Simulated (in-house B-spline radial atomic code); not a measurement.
Configurations of the silicon ion Si⁴⁺, with energies counted from [He] 2s2 2p6. Computed with an all-electron radial atomic-structure program (B-spline basis): scalar-relativistic (X2C) CAM-B3LYP, spin-polarised, spherical fractional occupations, exact exchange averaged over the configuration, Fermi nucleus of rms radius 3.1224 fm. Shells without spins written out take the highest spin.

Occupations are held fixed; configurations that lie above the ionisation limit could autoionise.

```csv
configuration,E - E(ref) (eV),highest orbital,its <r> (bohr)
[He] 2s2 2p5 3s1,103.58,3s up,1.648
[He] 2s1 2p6 3s1,148.1,3s up,1.651
[He] 2s1 2p6 3d1,170.87,3d up,1.894
```

Q: Order these further configurations by energy, lowest first.
A. [He] 2s2 2p5 3p1
B. [He] 2s1 2p6 3p1
C. [He] 2s2 2p5 3d1

A: A (113.4 eV), C (126.48 eV), B (157.99 eV).
